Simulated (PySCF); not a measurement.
Polarisability and C₆ of Ba+ (barium, charge +1)

[Xe] 6s1, 2S determinant. Calculation: PySCF 2.14, in ANO-RCC-VTZP (8s7p4d2f1g, 72 functions); the spin-free X2C one-electron Hamiltonian (Gaussian nucleus). Coupled (time-dependent) response in atomic units; α is the mean over directions. The basis has no added diffuse functions, which lowers α and C₆.

| method | mean α (bohr³) | C₆ (like pair) | S(−4) |
| --- | --- | --- | --- |
| UHF | 186.4 | 2355 | 26830 |
| PBE | 145.7 | 1690 | 15970 |
| PBE0 | 158.0 | 1883 | 18930 |
| BLYP | 125.5 | 1389 | 11520 |

S(−4) is the Cauchy moment in α(ω) = α(0) + S(−4) ω² + …

α(iu) at PBE:

```csv
u (hartree),α(iu) (bohr³)
0,145.7
0.0500,114.9
0.100,72.37
0.200,33.51
0.300,20.87
0.500,12.17
0.750,8.002
1.00,5.767
1.50,3.406
2.00,2.246
3.00,1.197
5.00,0.5151
```

A single London oscillator, α(iu) = α/(1 + u²/ω²), gives C₆ = (3/4) ω α². Matching the computed C₆ needs ω = 4 × 1690 / (3 × 145.7²) = 0.106 hartree.

For an ion, C₆ is the dispersion term alone; charge-induced terms of lower order in 1/R come first.

Spin-orbit coupling, which splits the p, d and f shells strongly at this Z, is absent.
